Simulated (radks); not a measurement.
Question: Ionisation of neutral terbium, [Xe] 4f9 6s2, to [Xe] 4f9 6s1 as the strength of local exchange is varied. All-electron calculation, scalar-relativistic Kohn-Sham, Slater X-alpha exchange (alpha = 2/3 is LDA exchange), no correlation, spin-polarised, spherical densities, point nucleus; open shells are filled with parallel spins first (spin-orbit coupling, left out, can overturn this in heavy ions). Program: a radial shooting solver on a logarithmic mesh with Libxc functionals.

| alpha | E(Tb) (hartree) | exchange (hartree) | IE (eV) | -e of the level emptied (eV) | <r> of it (bohr) |
|---|---|---|---|---|---|
| 0.743 | -11722.7208 | -270.1369 | 5.331 | 3.276 (6s) | 4.205 |
| 0.905 | -11782.0090 | -330.8324 | 6.019 | 4.015 (6s) | 4.023 |
| 0.987 | -11812.1417 | -361.7924 | 6.390 | 4.418 (6s) | 3.936 |
| x | -11773.2052 | -321.8011 | 5.913 | 3.901 (6s) | 4.049 |

Which alpha was used in the last row?

Answer: alpha = 0.881. NIST Atomic Spectra Database: 5.864 eV (measured). The Delta-SCF value meets it near alpha = 0.87. Open shells are spherical and high-spin; term and fine-structure splittings are not resolved. Spin-orbit splitting is averaged out at the scalar-relativistic level.
